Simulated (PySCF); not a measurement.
Isomers of C4H9ClO2Si side by side.

PySCF, wB97X-D/def2-SVPD, density fitting, gas phase; each molecule at its own GFN2-xTB geometry, one conformer. Singlet excitations by full TDDFT with frozen cores and triplets by Tamm–Dancoff TDDFT. 

Torsions of the conformers computed, which needn't be the lowest (atom-mapped SMILES):
- `[CH2:1]=[CH:2][O:3][C@@H:4]([CH2:5][Cl:6])[O:7][SiH3:8]`: C1–C2–O3–C4 1°, C2–O3–C4–C5 171°, O3–C4–C5–Cl6 -167°, O3–C4–O7–Si8 174°
- `[CH3:1][CH2:2][O:3]/[C:4](=[CH:5]/[Cl:6])[O:7][SiH3:8]`: C1–C2–O3–C4 180°, C2–O3–C4–C5 0°, O3–C4–O7–Si8 0°
- `[SiH3:1][O:2][C@:3]1([CH2:4][Cl:5])[CH2:6][CH2:7][O:8]1`: Si1–O2–C3–C4 -129°, O2–C3–C4–Cl5 -177°
- `[OH:1][Si:2]([OH:3])([CH2:4][Cl:5])[CH:6]1[CH2:7][CH2:8]1`: O1–Si2–C4–Cl5 173°, O1–Si2–C6–C7 -169°, H–O1–Si2–O3 -45°, H–O3–Si2–O1 -168°

The conformers of `[SiH3]O[C@@H]1OCC[C@H]1Cl` and `C[C@@H]1O[C@@H](CCl)O[SiH2]1` aren't listed.

Reference: `C=CO[C@@H](CCl)O[SiH3]`, with HOMO energy -9.02 eV, LUMO energy 1.84 eV, lowest singlet excitation 7.06 eV, lowest triplet excitation 4.64 eV and mean polarisability 94.0 au.

Changes against it:

| molecule | Δ electronic energy (kcal/mol) | Δ HOMO energy (eV) | Δ LUMO energy (eV) | Δ lowest singlet excitation (eV) | Δ lowest triplet excitation (eV) | Δ mean polarisability (au) |
| --- | --- | --- | --- | --- | --- | --- |
| C[C@@H]1O[C@@H](CCl)O[SiH2]1 | -22.3 | -0.67 | -0.15 | +0.12 | +2.04 | -3.1 |
| [SiH3]O[C@]1(CCl)CCO1 | -8.2 | -0.83 | +0.07 | +0.32 | +2.35 | -4.4 |
| O[Si](O)(CCl)C1CC1 | -64.2 | -0.50 | -0.18 | -0.23 | +1.60 | -6.3 |

Rows whose labels were lost:

| row | Δ electronic energy (kcal/mol) | Δ HOMO energy (eV) | Δ LUMO energy (eV) | Δ lowest singlet excitation (eV) | Δ lowest triplet excitation (eV) | Δ mean polarisability (au) |
| --- | --- | --- | --- | --- | --- | --- |
| P | -22.8 | -1.06 | +0.12 | +0.42 | +2.25 | -4.2 |
| Q | -4.6 | +0.93 | +0.07 | -1.10 | -0.16 | +3.6 |

Which row belongs to which of `[SiH3]O[C@@H]1OCC[C@H]1Cl` and `CCO/C(=C/Cl)O[SiH3]`?

P = `[SiH3]O[C@@H]1OCC[C@H]1Cl` and Q = `CCO/C(=C/Cl)O[SiH3]`. P and Q are told apart most clearly by the lowest triplet excitation (+2.25 against -0.16 eV); P comes close to the labelled row of `[SiH3]O[C@]1(CCl)CCO1` in every column.

Which row has the smallest HOMO–LUMO gap and which the largest, and does the HOMO or the LUMO shift more there?

Smallest, counted from the reference: Q, -0.86 eV (HOMO +0.93, LUMO +0.07), the larger shift being that of the HOMO. Largest: P, +1.18 eV (HOMO -1.06, LUMO +0.12), the larger shift being that of the HOMO.

The pairwise dispersion term of wB97X-D wasn't added to the energies; at a given geometry it leaves orbitals and properties as they are.
